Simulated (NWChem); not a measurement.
**Total energies of I (-1)**

```xyz
1

I      0.0000     0.0000     0.0000
```
Charge -1, spin multiplicity 1.

Everything below was run with NWChem.

Basis set: def2-TZVPD (59 functions).

| method | total energy (Ha) |
|---|---|
| RHF | -296.74354 |
| MP2 | -297.24592 |
| B2PLYP | -297.63373 |
| PBE | -297.78512 |
| B3LYP | -297.90019 |
| LC-wPBE (omega 0.3 per bohr) | -297.82590 |
| CCSD(T) | -297.22810 |

Total energies of different functionals aren't comparable as a measure of quality: only differences taken within one method are. 

Effective core potentials replace the inner electrons of I; spin-orbit coupling is left out. The correlated methods keep 4 core orbitals frozen. B3LYP has NWChem's definition, with VWN1-RPA local correlation. No row is a measurement; the coupled-cluster row has its own basis-set and correlation limits.
